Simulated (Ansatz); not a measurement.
Cost and result for the atomization energy of CH$_{6}$AlBrSi, SMILES `[CH3][Al]([SiH3])[Br]` (10 atoms, 9 bonds).

```xyz
10

C    -0.1059    1.6612   -1.0222
Al    0.7228    0.1197   -0.1784
Si   -0.4702   -1.6139    1.0759
Br    2.9754   -0.1202   -0.3533
H    -0.6425    2.2623   -0.2806
H    -0.8476    1.3409   -1.7614
H     0.6223    2.3026   -1.5224
H     0.4393   -2.6667    1.6022
H    -1.4920   -2.2729    0.2111
H    -1.2015   -1.0130    2.2292
```

Total charge 0; spin multiplicity 1. Correlated methods include outer-core shells of Br, which these sets cover unevenly. Scalar relativity is left out up to krypton. Geometry: relaxed with PBE0-D4/def2-TZVP. Program: Ansatz. All runs use 4 threads of an Arm Neoverse V1 on a shared host. Times are those of one run each, without the atoms' runs, and a repeat can differ threefold. Electronic energies, without spin–orbit coupling; frozen cores. CCSD(T)/CBS adds CCSD(T) − MP2 in def2-TZVPP to the MP2 limit, and its time is that of the two runs behind it. T1 = 0.010. With those shells the extrapolation isn't a true limit. B3LYP takes the VWN-RPA correlation (the form of Gaussian; ORCA's B3LYP/G).

CCSD(T)/CBS is a level of theory with its own doubt, some kJ/mol a heavy atom from the limit and from the frozen cores, so smaller differences don't rank the functionals.

```csv
level,functions,wall time,atomization (kcal/mol),difference from CCSD(T)/CBS,per bond
PBE-D4/def2-TZVPP (with forces),247,2.6 s,751.8,-4.4,-0.5
PBE0-D4/def2-TZVPP,247,3.5 s,749.5,-6.7,-0.7
r2SCAN-D4/def2-TZVPP (with forces),247,5.5 s,756.8,0.6,0.1
B3LYP-D4/def2-TZVPP (with forces),247,5.5 s,749.9,-6.3,-0.7
B2PLYP/def2-TZVPP,247,6.5 s,742.1,-14.1,-1.6
ωB97X-V/def2-TZVPP,247,9.5 s,756.9,0.7,0.1
ωB97M-V/def2-TZVPP (with forces),247,14 s,752.3,-3.9,-0.4
MP2/def2-QZVPP,466,23 s,749.5,-6.7,-0.7
CCSD(T)/def2-TZVPP,247,2.7 min,736.9,-19.3,-2.1
CCSD(T)/CBS(def2),–,3.1 min,756.2,0.0,0.0
```

From PBE to PBE0 (25 % exact exchange), in def2-TZVPP and without D4, the atomization energy moves by −1.7 kcal/mol: exact exchange takes away binding that semilocal exchange gives to molecules. The D4 term adds +7.9 kcal/mol with B3LYP and +4.2 kcal/mol with PBE0; it sums over pairs of atoms, weighted by their polarisabilities, and B3LYP, whose exchange is more repulsive, gets the larger term. In def2-TZVPP, CCSD(T) changes the Hartree–Fock value by +156.8 kcal/mol (the triples alone add +7.9 kcal/mol) and MP2 by +158.1 kcal/mol; breaking electron pairs costs correlation energy, which Hartree–Fock lacks.
